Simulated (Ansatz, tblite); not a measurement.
Spin states of the cluster Cu₂Sn, each relaxed with PBE-D4/def2-TZVP in Ansatz. Electronic energies in the gas phase.

In the def2 sets Sn takes a core potential; there is no spin–orbit coupling. The xTB rows come from tblite. B3LYP takes the VWN-RPA correlation. Correlated methods freeze 22 core orbitals; core or outer-core shells of Sn are correlated, in sets that lack core-valence functions. The structure comes from a short search, and lower isomers may exist.

Singlet geometry (C2v within 0.1 Å):

Cartesian coordinates in Å:
```
Cu -0.9813 -1.0301 -0.3431
Cu -0.1820 0.8787 1.1562
Sn 1.1633 0.1514 -0.8130
```

Triplet geometry (C2v within 0.1 Å):

```xyz
3

Cu   -0.058    1.251   -0.627
Cu    0.724   -0.966   -0.710
Sn   -0.666   -0.285    1.337
```

Quintet geometry (C2v within 0.1 Å):

```tsv
atom	x (Å)	y (Å)	z (Å)
Cu1	-0.4495	-0.8833	1.0308
Cu2	-0.8870	0.0977	-1.1174
Sn3	1.3365	0.7856	0.0866
```

⟨S²⟩: triplet 2.02 at PBE0-D4/def2-TZVP (pure 2.00), quintet 6.01 at PBE0-D4/def2-TZVP (pure 6.00).

Run but left out: HF/def2-TZVP, r2SCAN-D4/def2-TZVP (singlet: restricted singlet, unstable towards broken spin symmetry).

Only these spin states were relaxed.

| level | triplet − singlet (kcal/mol) | quintet − singlet (kcal/mol) | lowest of these |
| --- | --- | --- | --- |
| GFN1-xTB | 15.0 | 100.6 | singlet |
| GFN2-xTB | 26.2 | 129.7 | singlet |
| B3LYP-D4/def2-TZVP | 7.9 | 64.5 | singlet |
| PBE0-D4/def2-TZVP | 4.5 | 55.8 | singlet |
| RPA@PBE/def2-TZVP | 6.3 | 53.9 | singlet |

(1) Estimate the rows for PBE-D4/def2-TZVP, BLYP-D4/def2-TZVP, B97M-V/def2-TZVP, ωB97X-V/def2-TZVP.

Answers

(1) 
```
            level  triplet − singlet (kcal/mol)  quintet − singlet (kcal/mol)  lowest of these                         remarks
 PBE-D4/def2-TZVP                           8.7                          64.8          singlet                               –
BLYP-D4/def2-TZVP                          11.0                          70.7          singlet  restricted, untested (singlet)
 B97M-V/def2-TZVP                           8.5                          63.4          singlet                               –
ωB97X-V/def2-TZVP                           7.2                          60.5          singlet                               –
```

The xTB methods have no term that favours high spin, so they put low spin too low.
